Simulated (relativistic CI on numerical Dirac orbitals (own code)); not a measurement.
Bi+: q coefficients and field-shift factors

Computed by Dirac-Coulomb-Breit CI, orbitals from a KLI potential per configuration, valence Slater integrals scaled by 0.85, P86 correlation energy added to each configuration, derivatives by finite differences, QED left out (own radial code, finite nucleus).

CI space (outside the closed core [Xe] 4f14 5d10): 6s²6p², 6s²6p7s, 6s6p³, 6s²6p6d, 6s²6p7p, 6s²6p5f, 6s²6p7d, 6s²6d². Levels of other configurations are missing.

With x = (α/α₀)² − 1 an excitation energy changes as ω = ω₀ + qx; K = 2q/ω₀ is the relative enhancement. Terms are leading LS components, so labels can repeat. The field-shift factor is F = δν/δ⟨r²⟩ for the transition from the lowest level.

Lowest level 6s²6p² ³P0.

```tsv
Level	ω₀ (cm⁻¹)	q (cm⁻¹)	K	F (GHz/fm²)
6s²6p² ³P1	13235.3	22230	3.36	-5.52
6s²6p² ³P2	17485.5	23200	2.65	-5.53
6s²6p² ¹D2	34970.4	47280	2.7	-11.4
6s²6p² ¹S0	45135.7	46680	2.07	-10.4
6s²6p7s ³P°0	70304.3	8578	0.244	31.7
6s²6p7s ³P°1	70769.2	8679	0.245	31.4
6s6p³ ⁵S°2	71875.5	52940	1.47	-121
6s²6p6d ³F°2	79961.8	19770	0.495	6.57
6s²6p6d ³D°1	80454.3	29470	0.733	-30.2
6s²6p6d ³D°2	81034.5	32840	0.81	-30.1
6s²6p6d ³F°3	82964.6	22340	0.539	0.658
6s²6p7p ³D1	85139.0	10770	0.253	15.2
6s²6p7p ³P0	87847.1	11150	0.254	15.1
6s²6p7p ³P1	89023.1	14500	0.326	14
6s²6p7p ³D2	89321.6	14670	0.329	13.9
6s²6p7s ³P°2	90709.4	36710	0.809	25.4
6s²6p7s ¹P°1	91781.3	39180	0.854	11.4
6s6p³ ³D°2	94682.4	50590	1.07	-60.8
6s6p³ ³D°3	95323.1	57350	1.2	-64.4
6s6p³ ³D°1	95844.0	33090	0.69	-53.1
6s²6p6d ³P°0	99989.7	56130	1.12	-52
6s²6p6d ³P°2	100326.0	42160	0.84	-12.1
6s²6p6d ³F°4	100839.8	46880	0.93	3.23
```

Correlation outside the listed configurations is missing or only estimated: errors of thousands of cm⁻¹ between configurations and terms are usual at this charge. Rates and lifetimes follow the computed energies and can be off by large factors. The fine structure of a lone outer electron comes out too small, for d and f at times inverted, and misplaced configurations move strength between like terms.
